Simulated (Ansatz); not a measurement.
Molecule: C$_{4}$H$_{11}$Si, net charge -1, singlet state. It need not be the lowest isomer of its formula. Whether it binds its extra electron was not tested at this geometry. 
Coordinates optimised at B3LYP-D3(BJ)/def2-TZVP (Ansatz, a quantum-chemistry and plane-wave program):
```
C
C 1 1.5301
H 2 1.0922 1 110.91
H 2 1.0922 3 107.29 1 -121.27
H 2 1.1065 3 107.90 4 -116.03
C 1 1.5312 2 108.70 3 179.55
H 6 1.0936 1 111.13 2 -179.17
H 6 1.0940 7 107.41 1 121.58
H 6 1.1028 7 107.93 8 115.80
C 1 1.5312 2 108.70 3 61.33
H 10 1.0936 1 111.13 2 179.17
H 10 1.0940 11 107.41 1 -121.58
H 10 1.1028 11 107.93 12 -115.80
Si 1 2.0020 2 113.13 3 -59.56
H 14 1.5451 1 95.47 2 47.29
H 14 1.5451 15 94.02 3 76.83
```
Charge -1, spin multiplicity 1.

Parts of the frozen-core correlation energy in cc-pV(T+d)Z (Ansatz, hartree). Frozen orbitals: 9; correlated occupied orbitals by spin: 16 and 16; virtual: 288 and 288. No spin-orbit coupling. Non-relativistic.

```
term                            value
-------------------------  ----------
reference (HF)             -446.83216
MP2 opposite-spin                 [?]
MP2 same-spin                     [?]
CCSD correlation             -0.92692
(T)                               [?]
T1 diagnostic                   0.011
largest doubles amplitude       0.025
```

Q: Fill in the missing entries.

A: 
- MP2 opposite-spin, value: -0.67785
- MP2 same-spin, value: -0.18516
- (T), value: -0.03840
